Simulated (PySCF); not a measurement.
# Assignment exercise: C5H4O3

Atoms are numbered as in `[O:1]=[C:2]([OH:3])[c:4]1[cH:5][cH:6][o:7][cH:8]1` (H(Xn): hydrogen on atom n).

A single conformation, gas phase, non-relativistic. Shieldings: GIAO B97-2/pcSseg-2; PBE0-D3(BJ)/def2-TZVP structure; PySCF 2.14.

Scale: TMS for ¹³C (σref 185.38), ¹H (σref 31.64) (reference shieldings calculated alike).

Question: Assign these signals to the numbered atoms. ¹³C{¹H} NMR (computed): δ 169.0 (C), 157.9 (CH), 149.3 (CH), 125.3 (C), 117.3 (CH).

Answer: 
| δ (ppm) | atoms | environment | reason |
| --- | --- | --- | --- |
| 169.0 | C2 | carboxylic acid carbon | it is a carbonyl in resonance with an O or N lone pair, the region of acids, esters and amides |
| 157.9 | C8 | aromatic CH next to the ring oxygen | – |
| 149.3 | C6 | aromatic CH next to the ring oxygen | – |
| 125.3 | C4 | substituted aromatic carbon | – |
| 117.3 | C5 | aromatic CH | – |

Question: Assign these signals to the numbered atoms. ¹H NMR (500 MHz, computed): δ 8.33 (m, 1H), 7.51 (m, 1H), 7.00 (m, 1H), 5.95 (br s, 1H).

Answer: 
8.33 → H(C8), hydrogen on an aromatic CH next to the ring oxygen: ring current plus the deshielding of an ortho carbonyl group
7.51 → H(C6), hydrogen on an aromatic CH next to the ring oxygen
7.00 → H(C5), hydrogen on an aromatic CH: the ring current deshields protons in the ring plane
5.95 → H(O3), hydrogen on an acid hydroxyl oxygen: exchangeable, gas-phase position

The OH or NH signal is concentration- and solvent-dependent in practice; the value given is the gas-phase one. Shifts are as computed. Against solution values, carbons near 30 ppm lie about +3 ppm off and those near 130 ppm about +7 ppm. Of 1211 compounds with measured shifts, 218 miss one by over three times the rms of a fit or turn the order of signals round; such compounds aren't used in these exercises. Hydrogen bonding in solution deshields acid and N–H amide carbonyl carbons by as much as 10 ppm beyond these values. No couplings were computed; multiplicities are counted from neighbouring protons, with m where these are inequivalent, close in shift, in a saturated or five-membered ring or joined by F or P, and br s for small geminal =CH2 splittings.
